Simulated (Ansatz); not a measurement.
A single point on CH$_{2}$BrI (`BrCI`).

```yaml
crystal:
  periodic: [false, false, false]
  atoms:
    - {symbol: Br, position_ang: [-1.807580, -0.091166, 0.355264]}
    - {symbol: C, position_ang: [0.027639, 0.081550, -0.181248]}
    - {symbol: I, position_ang: [1.424424, -0.779444, 1.170560]}
    - {symbol: H, position_ang: [0.257908, 1.138160, -0.252872]}
    - {symbol: H, position_ang: [0.147509, -0.422800, -1.133005]}
basis:
  gaussian: {orbitals: def2-TZVPP}
hamiltonian: {xc: pbe}
correlation: {method: rpa}
```

```sh
$ ansatz run in.yaml --threads 2 --pin off --events-out ev --progress --plain
```

Shortened log:

```
Functional definition: PBE
1148 factors; integrals over basis functions are off by at most 1.3e-3 eV
mean field evaluation 1: about -79198.2436 eV, gradient 5.5e1 eV
mean field evaluation 2: about -79198.2419 eV, gradient 5.5e1 eV
mean field evaluation 4: about -79204.5583 eV, gradient 1.6e1 eV
mean field evaluation 8: about -79205.0078 eV, gradient 4.5e-1 eV
mean field evaluation 16: about -79205.0082 eV, gradient 3.1e-5 eV
mean field -79205.00819730 eV, -2910.7303641679 hartree, gradient 5.6e-6 eV, S^2 0.000000; 0 other end points of the search recorded, 0 dependent functions left out
14 core orbitals not correlated: weight in the atoms' cores, before any rotation towards them, 1.000 or more for the frozen orbitals, at most 0.000 for the correlated occupied ones
reference -79132.81674578 eV, -2908.0773772576 hartree; 20, 20 occupied and 123, 123 virtual orbitals, 1148 factors
Total energy: -79168.57773393 eV, -2909.3915693325 hartree
```

Hardware: 2 threads of a server CPU on a shared host. Wall time 3.1 s, peak host memory 0.32 GiB.
